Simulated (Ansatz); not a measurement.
A nudged elastic band was laid between two geometries of CH5BrSi + H2 (10 atoms, charge 0, multiplicity 1).

Computed with RKS LDA/def2-SVP (Ansatz 0.2.0).

```yaml
movable_images: 7
climbing_image: yes
spring: 5.0 eV/Å²
optimiser: quadratic models (default)
start_path: through a guess of the saddle point
force_threshold: 0.03 eV/Å
iteration_limit: 60
end_points: relaxed
```

Initial state:

```xyz
10
Properties=species:S:1:pos:R:3
Si -0.913 -0.383 -0.323
Br 0.273 -1.360 -1.941
H -2.139 -1.229 -0.111
H -1.320 0.971 -0.838
C 0.122 -0.268 1.214
H 1.424 1.145 -1.463
H 1.543 1.850 -1.136
H -0.460 0.206 2.035
H 0.442 -1.278 1.545
H 1.028 0.346 1.019
```

Final state:

```xyz
10
Properties=species:S:1:pos:R:3
Si -0.810 0.564 -0.209
Br 1.717 -1.611 -1.861
H -1.743 -0.454 -0.807
H -1.588 1.802 0.155
C 0.163 -0.123 1.223
H 1.014 -0.340 -1.729
H 0.145 0.975 -1.323
H -0.516 -0.502 2.016
H 0.798 -0.965 0.869
H 0.821 0.653 1.667
```

(1) What changes between the two ends?

(2) Give the energies along the band, and the barrier.

(3) What is the geometry of the highest image?

(4) What are the harmonic wavenumbers there?

Results:

(1) Bonds broken: Si1–Br2, H6–H7. Bonds formed: Si1–H7, Br2–H6. CH5BrSi + H2 becomes BrH + CH6Si.

(2) It converged. The highest image is number 5 of 0 to 8, 39.3 kcal/mol above the first end and 26.2 kcal/mol above the last; the last end lies 13.1 kcal/mol above the first. A vibrational analysis at the climbing image gives one clearly imaginary mode, 741i cm⁻¹: a first-order saddle point. The orbitals stay closed-shell, which can raise the energy where a bond breaks towards radicals; this wasn't checked here.

| image | path coordinate (Å) | energy (kcal/mol) | Si1–Br2 (Å) | H6–H7 (Å) | Si1–H7 (Å) |
| --- | --- | --- | --- | --- | --- |
| 0 | 0.00 | 0.0 | 2.23 | 0.79 | 3.42 |
| 1 | 0.56 | 0.3 | 2.23 | 0.79 | 3.25 |
| 2 | 1.11 | 2.7 | 2.24 | 0.79 | 2.84 |
| 3 | 1.67 | 11.9 | 2.27 | 0.79 | 2.46 |
| 4 | 2.23 | 27.7 | 2.39 | 0.81 | 2.09 |
| 5 | 2.78 | 39.3 | 2.65 | 0.92 | 1.76 |
| 6 | 3.49 | 20.8 | 3.10 | 1.32 | 1.55 |
| 7 | 4.20 | 13.9 | 3.57 | 1.57 | 1.52 |
| 8 | 4.91 | 13.1 | 3.72 | 1.63 | 1.52 |

(3) 
```xyz
10
Properties=species:S:1:pos:R:3
Si -0.624 0.100 -0.363
Br 1.162 -1.372 -1.647
H -1.627 -0.871 -0.914
H -1.420 1.391 -0.229
C 0.218 -0.202 1.258
H 0.770 0.471 -1.548
H 0.320 1.242 -1.313
H -0.441 0.122 2.093
H 0.487 -1.272 1.357
H 1.156 0.390 1.306
```

(4) 741i, 82, 145, 245, 345, 433, 614, 682, 737, 813, 828, 867, 945, 1010, 1189, 1331, 1335, 1343, 2064, 2175, 2435, 2973, 3081, 3108 cm⁻¹.

Run time: 86 s on 2 threads of Intel(R) Xeon(R) 6975P-C (Granite Rapids) (shared host), peak memory 0.16 GiB.
